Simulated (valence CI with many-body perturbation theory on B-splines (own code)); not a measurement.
Sensitivity of CI+MBPT for Tc³⁷⁺

Computed by relativistic CI+MBPT: four valence electrons over a frozen Dirac-Fock core [He], radial functions for each j: 6 s, 6 p, 5 d, 3 f, 1 g, with the one-electron correlation potential Σ1, the two-electron term Σ2, the three-electron term Σ3, Breit, model QED; selected CI, second order for the rest, scaled by the run's own slope (own B-spline code, finite nucleus).

The last digits are not significant, and no measured levels were compared; by estimate large intervals hold to a few tenths of a per cent, small ones and those within an open d or f shell to about a per cent.

The reference run has the lowest level (2s^2 2p1/2^2) J=0 and an ionisation energy of 5370.63 eV. Its largest variational space holds 11355 state functions.

Levels are named by their leading jj configuration (3d3/2^4 stands for four electrons in 3d with j = 3/2), which in mixed levels can hold well under half, so a name can repeat and another be missing. Letters in brackets count levels of one name in rising energy.

Changed runs:
A. core polarisation of operators on → off; Breit term on → off; QED terms on → off
B. selection threshold (hartree) 2e-08 → 1e-06
C. highest l in the core sums 6 → 7
D. box radius (bohr) 1.536 → 0.54 (bad on purpose)

Excitation energies of the reference run in cm⁻¹, and shifts in cm⁻¹:

| Level | Reference | A | B | C | D |
| --- | --- | --- | --- | --- | --- |
| (2s^2 2p1/2 2p3/2) J=1 | 932905 | +18710 | -0.9 | -0.1 | +124 |
| (2s^2 2p1/2 2p3/2) J=2 | 1035210 | +30915 | -0.3 | -0.1 | +134 |
| (2s 2p1/2^2 2p3/2) J=2 | 1991090 | +28409 | -0.1 | +1.1 | -220 |
| (2s^2 2p3/2^2) J=2 | 2040360 | +43869 | -0.3 | -0.2 | +269 |
| (2s^2 2p3/2^2) J=0 | 2281900 | +31759 | 0 | -0.2 | +329 |
| (2s 2p1/2^2 2p3/2) J=1 | 2388780 | +22483 | -0.1 | +1.1 | -129 |
| (2s 2p1/2 2p3/2^2) J=2 [a] | 2897300 | +39674 | -0.1 | +1.0 | -83 |
| (2s 2p1/2 2p3/2^2) J=3 | 3102260 | +58523 | -1.6 | +1.0 | -79 |
| (2s 2p1/2 2p3/2^2) J=0 | 3318070 | +32657 | +0.1 | +1.0 | +35 |
| (2s 2p1/2 2p3/2^2) J=1 [a] | 3395330 | +39909 | -0.1 | +1.0 | +21 |
| (2s 2p1/2 2p3/2^2) J=2 [b] | 3473370 | +51434 | -0.1 | +1.0 | +12 |
| (2s 2p1/2 2p3/2^2) J=1 [b] | 3522850 | +38524 | -0.1 | +1.0 | +50 |
| Ionisation energy (eV) | 5370.63 | +5.98 | 0 | -0.00018 | -0.10 |
